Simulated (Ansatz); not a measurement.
`COB(N)O[SiH3]` + `O[SiH](O)S` → `NB(S)O[SiH3]` + `CO[SiH](O)O`  (redistribution)

Calculated with Ansatz (gas phase, PBE0-D4/def2-TZVP geometries, no zero-point term in ΔE). CCSD(T)/CBS is the MP2 limit (def2-TZVPP, def2-QZVPP) plus CCSD(T) − MP2 in def2-TZVPP, frozen cores. DFT in def2-TZVPP. B3LYP here is the variant with VWN-RPA as its local correlation; programs differ in this. Each species was taken in one conformer, which may not be the lowest.

Problem. Is it downhill or uphill in electronic energy at CCSD(T)/CBS, and by how much? (An estimate is asked.)

Solution. Computed: Uphill: ΔE = +4.2 kJ/mol.

Problem. What do these levels give: B3LYP-D4, ωB97X-V, PBE, r2SCAN, PBE0, MP2/def2-TZVPP? (Best estimate.)

Solution. Ansatz gave: B3LYP-D4 5.4, ωB97X-V 5.5, PBE 9.5, r2SCAN 6.5, PBE0 9.1, MP2/def2-TZVPP 1.4 kJ/mol.

Largest T1 diagnostic among the species: 0.012.
